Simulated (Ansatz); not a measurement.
BrClFH₂NSi, SMILES `N[Si](F)(Cl)Br`, relaxed with RKS PBE-D4/def2-SVP in Ansatz from a rough embedded geometry. The force threshold is 0.03 eV/Å; the program also tests the step.

Total charge 0; spin multiplicity 1.

Start:

```xyz
7

N    -0.166   -0.768    0.891
Si    0.214    0.289   -0.450
F    -0.738    1.557   -0.264
Cl    2.087    0.852   -0.327
Br   -0.248   -0.717   -2.337
H    -1.149   -0.949    0.787
H     0.001   -0.265    1.700
```

```csv
step,energy (eV),largest force (eV/Å),largest move (Å)
1,-94648.8390,3.089,0.000
2,-94649.1505,0.877,0.103
3,-94649.2053,0.576,0.093
4,-94649.2234,0.238,0.057
5,-94649.2404,0.279,0.058
6,-94649.2505,0.341,0.200
7,-94649.2547,0.092,0.036
8,-94649.2553,0.088,0.024
9,-94649.2560,0.065,0.009
10,-94649.2564,0.027,0.012
11,-94649.2569,0.023,0.025
12,-94649.2572,0.112,0.048
13 (rejected),-94649.2571,0.063,0.024
14,-94649.2575,0.013,0.012
```

End:

```xyz
7

N    -0.271   -0.635    0.879
Si    0.144    0.356   -0.441
F    -0.681    1.761   -0.534
Cl    2.127    0.880   -0.273
Br   -0.289   -0.722   -2.328
H    -1.133   -1.183    0.885
H     0.103   -0.456    1.813
```

It took 21 s on 4 threads of a server CPU on a shared host, with 0.18 GiB of host memory at the peak.
